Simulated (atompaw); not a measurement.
## Pseudopotential generation for beryllium: PAW (atompaw), PBE, scalar-relativistic.

atompaw 4.2.0.5 was run on this input:

```
Be 4
GGA-PBE scalarrelativistic loggrid 1500 logderivrange -10 5 376
2 2 0 0 0 0
2 1 0
0 0 0
v
v
v
2
3.00 2.80 2.15 2.05
n
y
0.2
n
y
-0.05
y
1.45
n
custom polynom gramschmidtortho besselshape
bessel
0.40
0.80
3.00
3.00
3.00
3.00
PWSCFOUT
UPFDX 0.0125d0 UPFXMIN -7.d0 UPFZMESH 4.d0
END
```

Command:

```bash
atompaw < Be.input > Be.log
```

Output (summary file):

```
Completed calculations for Be (AE)

 Exchange-correlation type: GGA, Perdew-Burke-Ernzerhof

 Radial integration grid is logarithmic
 r0 =   1.7861479E-03 h =   7.1445917E-03   n =      1500 rmax =   8.0000000E+01

 Scalar relativistic calculation

 AEatom converged in  21 iterations
   nz     =   4.00
   delta  =       1.317533705454E-18

 All Electron Orbital energies:
  n  l      occupancy      energy
  1  0      2.0000000E+00 -7.8065188E+00
  2  0      2.0000000E+00 -4.1230618E-01
  2  1      0.0000000E+00 -1.4834216E-01

 Total energy
   Total                    :      -29.26574374827557

 ---
 Completed calculations for Be (SC)

 Exchange-correlation type: GGA, Perdew-Burke-Ernzerhof

 Radial integration grid is logarithmic
 r0 =   1.7861479E-03 h =   7.1445917E-03   n =      1500 rmax =   8.0000000E+01

 Scalar relativistic calculation

 SCatom converged in   1 iterations
   nz     =   4.00
   delta  =       1.556512530539E-20

 Valence Electron Orbital energies:
  n  l      occupancy      energy
   1  0      2.0000000E+00 -7.8065188E+00
   2  0      2.0000000E+00 -4.1230618E-01
   2  1      0.0000000E+00 -1.4834216E-01

 Total energy
   Total                    :      -29.26574374827205
   Valence                  :      -29.26574374827205

 PAW parameters:
       lmax =            2
         rc =    3.0104459872666647
        irc =         1041
   rc_shape =    2.8027424307812043
    rc_vloc =    2.1512641239814667
    rc_core =    2.0609184178010094
   Vloc: truncated form - Vps(r)=A.sin(qr)/r for r<rc
   Projector type: polynomial pseudization + Gram-Schmidt ortho.
   Bessel compensation charge shape zeroed at   2.8027E+00

 Number of basis functions     6
 No.   n  nodes  l      Energy         Cp coeff         Occ
  1    1    0    0   -0.7806519E+01  0.1000000E+01  0.2000000E+01
  2    2    1    0   -0.4123062E+00  0.4478681E+00  0.2000000E+01
  3    2    0    1   -0.1483422E+00  0.1000000E+01  0.0000000E+00
  4  999    1    1    0.2000000E+00 -0.2729778E-02  0.0000000E+00
  5  999    0    2   -0.5000000E-01  0.1000000E+01  0.0000000E+00
  6  999    1    2    0.1450000E+01 -0.4847937E-01  0.0000000E+00

 Eigenvalues of overlap operator (in the basis of projectors):
    1        1.42618423E-01
    2        1.19815001E+00
    3        2.65437334E+00
    4        4.13916523E+00
    5        5.26337040E+00
    6        4.85733954E+01

 Orbital leakage outside PAW augmentation regions
   orb  is_core?  %out_of_sphere
   1 0    F           0.00
   2 0    F          30.47
   2 1    F          47.08

 Summary of PAW energies
   Total valence energy     :    -29.26574456721102
   Smooth energy            :     16.74817520340999
   One center               :    -46.01391977062101
   Smooth kinetic           :     22.54019719347347
   Vloc energy              :     -3.97124718790663
   Smooth exch-corr         :     -4.80198051574923
   One-center xc            :     -0.63751482665364
```

The run took about 0.71 s on one core of a shared server CPU.
